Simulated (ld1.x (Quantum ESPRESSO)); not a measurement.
## Before and after: TM potential for C (Z = 6)

carbon, norm-conserving Troullier–Martins (Kleinman–Bylander form), made with ld1.x (Quantum ESPRESSO) 7.5 (LDA (PZ), scalar-relativistic). Core [He], reference 2s2 2p2. Waves: 2p (bound): rc 2.70 bohr; 2s (bound): rc 1.05 bohr. Local part: the s channel. Core correction: none.

All-electron outer shells of the reference configuration (LDA (PZ), scalar-relativistic, ld1.x):

```
shell  level (eV)  outermost node (bohr)  outermost maximum (bohr)
   1s     -270.81                      –                      0.18
   2s      -13.64                   0.38                      1.22
   2p       -5.42                      –                      1.19
```

Change: all radii scaled by about 0.88 (s 0.92, p 2.38 bohr).

Cutoffs: the cutoffs (Ry, on a coarse ladder) from which the occupation-weighted sum of valence levels, in a spherical-Bessel basis at the reference potential, stays within 10 and 1 mRy of its value at 400 Ry; they do not see the model core or the augmentation charge, which bear on the density cutoff. Errors are all-electron minus pseudo energies relative to the spin-unpolarised reference configuration.

Q: What does the change do?

A: The potential gets neither clearly harder nor softer (35 Ry and 90 Ry → 35 Ry and 100 Ry); the s channel sets the loose cutoff, while the largest relative change is in p, which becomes harder; of the 9 tests that both files solve, the error grows in 1 and shrinks in 8 by more than 15 % and 0.3 meV (median size 82.9 → 55.5 meV); neither file shows a bound ghost.

```csv
quantity,base,changed
"cutoff, loose",35 Ry,35 Ry
"cutoff, tight",90 Ry,100 Ry
loose cutoff by channel (10 mRy a level),"p 18 Ry, s 30 Ry","p 21 Ry, s 30 Ry"
bound ghosts,none,none
"error for 2s2 2p1, meV [ΔE 10.99 eV]",+90,+55
"error for 2s2 2p0, meV [ΔE 35.25 eV]",+781,+518
"error for 2s1 2p0, meV [ΔE 83.22 eV]",+1589,+1101
"error for 2s1 2p3, meV [ΔE 8.24 eV]",-10,-0.6
"error for 2s2 2p2.3, meV [ΔE -1.20 eV]",+1.4,+0.7
"error for 2s2 2p1.5, meV [ΔE 4.03 eV]",+13,+7.7
"error for 2s1 2p2, meV [ΔE 19.48 eV]",-83,-49
"error for 2s2 2p2 (spin-polarised), meV [ΔE -1.13 eV]",+46,+72
"error for 2s2 2p1 (spin-polarised), meV [ΔE 10.59 eV]",+99,+78
```
